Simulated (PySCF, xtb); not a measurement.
FH5SSi2, SMILES S([SiH2]F)[SiH3]. The values are those of a single conformer.

Harmonic wavenumbers (cm⁻¹) from GFN2-xTB (xtb) at its own minimum, in rising order: 41, 83, 107, 198, 468, 494, 518, 530, 562, 583, 712, 738, 749, 767, 775, 821, 2298, 2331, 2367, 2376, 2436.

Task: What does ωB97X-D3(BJ)/def2-SVP (PySCF) give at its own minimum? (Estimate from the structure and the level; the computed values follow.)

Result: 56, 122, 136, 263, 513, 545, 613, 646, 679, 739, 873, 910, 950, 965, 974, 976, 2266, 2287, 2290, 2299, 2312. Paired by order, the mean absolute difference is 103 cm⁻¹ and the zero-point energies are 28.5 and 30.6 kcal/mol.
